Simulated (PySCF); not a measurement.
H4OSeSi. Atoms are numbered in the order given.

```xyz
7

Si    -1.1860     0.0144     0.3692
O     -1.4229     1.6234     0.7157
Se     0.9153    -0.4190    -0.3738
H     -1.4742    -0.7055     1.6311
H     -2.0447    -0.4740    -0.7457
H     -1.1552     2.2533     0.0377
H      1.5399    -0.0166     0.8911
```

Geometry optimised at ωB97X-D3(BJ)/def2-SVP. The values are those of a single conformer.

Level of theory: CAM-B3LYP/def2-TZVPD (PySCF).

Isolated molecule, no solvent.

```json
{
 "total_energy": "-2768.89771 hartree",
 "highest_occupied_level": "-8.58 eV",
 "lowest_empty_level": "0.28 eV",
 "orbital_gap": "8.86 eV",
 "dipole_moment": "0.135 e·Å",
 "quadrupole, principal values (traceless, Buckingham form, about the centre of nuclear charge)": "-7.13, 2.24, 4.90 D·Å",
 "mean_static_polarisability": "60.8 bohr³ (9.00 Å³)",
 "polarisability_principal_values": "54.4, 56.1, 71.9 bohr³"
}
```
